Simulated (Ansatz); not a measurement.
Stepwise reaction of `N[SiH](F)F` with ammonia, as a gas-phase model of exchange steps in deposition or etching. ΔE in kJ/mol; ΔG adds harmonic PBE0-D4 terms to CCSD(T)/CBS, at 1 bar.

Computed with Ansatz on PBE0-D4/def2-TZVP structures; ΔE is electronic, products minus reactants. CCSD(T)/CBS adds triple-zeta CCSD(T) − MP2 to the extrapolated MP2 energy (def2 sets, frozen cores). This one scheme is used for every species. DFT in def2-TZVPP. B3LYP here is the variant with VWN-RPA as its local correlation; programs differ in this. Each species was taken in one conformer, which may not be the lowest.

| step | reaction | PBE-D4 | B3LYP-D4 | ωB97M-V | CCSD(T)/CBS | ΔG(400 K) |
| --- | --- | --- | --- | --- | --- | --- |
| 1 | `N[SiH](F)F` + NH₃ → `N[SiH](N)F` + H–F | 80.0 | 85.7 | 85.2 | 82.7 | 84.9 |

(1) Give the row of step 2, `N[SiH](N)F` + NH₃ → `N[SiH](N)N` + H–F. (An estimate is asked.)

(2) By hand: ΔE of the 2 steps together at CCSD(T)/CBS.

Results:

(1) Computed: 
```csv
step,reaction,PBE-D4,B3LYP-D4,ωB97M-V,CCSD(T)/CBS,ΔG(400 K)
2,`N[SiH](N)F` + NH₃ → `N[SiH](N)N` + H–F,94.0,100.5,99.6,96.1,95.7
```

(2) (82.7) + (96.1) = 178.8 kJ/mol, or 89.4 kJ/mol a step.

In ΔE each step is higher than the one before. All are uphill at CCSD(T)/CBS. ΔG lies between 84.9 and 95.7 kJ/mol a step. PBE-D4 differs from CCSD(T)/CBS by -2.7 to -2.1 kJ/mol a step. Isolated molecules leave out the surface, adducts and barriers. Largest T1 diagnostic: 0.011.
